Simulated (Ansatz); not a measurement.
`S[SiH2][TeH]` + H₂ → `[SiH3]S` + H₂Te at 400 K and 1 bar (hydrogenolysis of the Si–Te bond).

Gas-phase electronic energies from Ansatz, PBE0-D4/def2-TZVP geometries. CCSD(T)/CBS adds triple-zeta CCSD(T) − MP2 to the extrapolated MP2 energy (def2 sets, frozen cores). This one scheme is used for every species. Elements past krypton have def2 core potentials. For Te outer-core shells are correlated without core-valence functions, which leaves a few kJ/mol of doubt a bond. Each species was taken in one conformer, which may not be the lowest.

```csv
species,CCSD(T)/CBS energy (Eh),H − E (kJ/mol),S (J/(mol·K))
`S[SiH2][TeH]`,-957.02579,117.1,371.9
H₂,-1.17544,38.0,139.0
`[SiH3]S`,-689.27336,109.8,293.0
H₂Te,-268.91024,45.0,239.1
```

H − E and S are ideal-gas, rigid-rotor, harmonic terms from PBE0-D4/def2-TZVP, for one conformer and one mirror image of each species. The MP2-based limit puts H₂ 0.8 mEh under its directly extrapolated value; such offsets cancel only in part. 1 Eh = 2625.50 kJ/mol, R = 8.31446 J/(mol·K).

By hand: ΔE, ΔH, ΔS and ΔG.

ΔE = (-689.27336) + (-268.91024) − (-957.02579) − (-1.17544) = 0.01763 Eh = 46.3 kJ/mol. Δ(H − E) = 109.8 + 45.0 − 117.1 − 38.0 = -0.3, so ΔH = 46.0 kJ/mol. ΔS = 293.0 + 239.1 − 371.9 − 139.0 = 21.2 J/(mol·K). ΔG = 46.0 − 400 × (21.2)/1000 = 37.5 kJ/mol.

By hand: the equilibrium constant, and the temperature at which ΔG would vanish if ΔH and ΔS stayed fixed.

log₁₀ K = −ΔG/(RT ln 10) = -4.9. ΔG = 0 at ΔH/ΔS = 2170 K.

ΔH outweighs TΔS. A doubt of 5 kJ/mol in ΔE shifts log₁₀ K by 0.7 here. Other conformers and mirror images would add mixing entropy, several J/(mol·K) or more a flexible species. These are equilibria of isolated gas molecules and say nothing of rates. Largest T1 diagnostic: 0.011 (customary marks: 0.02 for closed shells, 0.045 for open ones).
